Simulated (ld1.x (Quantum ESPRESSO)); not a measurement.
## Wu–Cohen ultrasoft dataset for S (Z = 16), non-relativistic all-electron reference.

S, ultrasoft, made with ld1.x (Quantum ESPRESSO) 7.5 (Wu–Cohen, non-relativistic). Core [Ne], reference 3s2 3p3 (charge +1). Waves: 3s (bound): rcut 1.45, rcutus 1.60 bohr; 3s channel at -1.4 Ry: rcut 1.45, rcutus 1.60 bohr; 3p (bound): rcut 1.55, rcutus 1.65 bohr; 3p channel at 2.65 Ry: rcut 1.55, rcutus 1.65 bohr. Local part: all-electron potential smoothed inside 1.45 bohr (lloc = -1). Core correction: Bessel-smoothed model core, default radius (core density twice the valence density). Augmentation charge: built from norm-conserving waves at rcut, not smoothed further.

Task: Does the generator finish with these settings?

Result: Yes, a potential is produced and its reference levels are reproduced.

Task: Is the overlap operator S = 1 + Σ q|β⟩⟨β| positive definite (Bessel basis up to 400 Ry)?

Result: Yes: its lowest eigenvalue is 0.39 (s channel).

Task: Tests: 3s2 3p4; 3s2 3p2; 3s2 3p1; 3s2 3p3.5; 3s0 3p6; 3s1 3p4; 3s1 3p5. Which has the largest error in its energy relative to the reference configuration, and how large is it?

Result: 3s2 3p4, with -13 meV (all-electron minus pseudo) on -11.76 eV.

A Bessel basis up to 400 Ry misses an occupied level by 0.04 Ry, so cutoffs and ghosts were not judged.
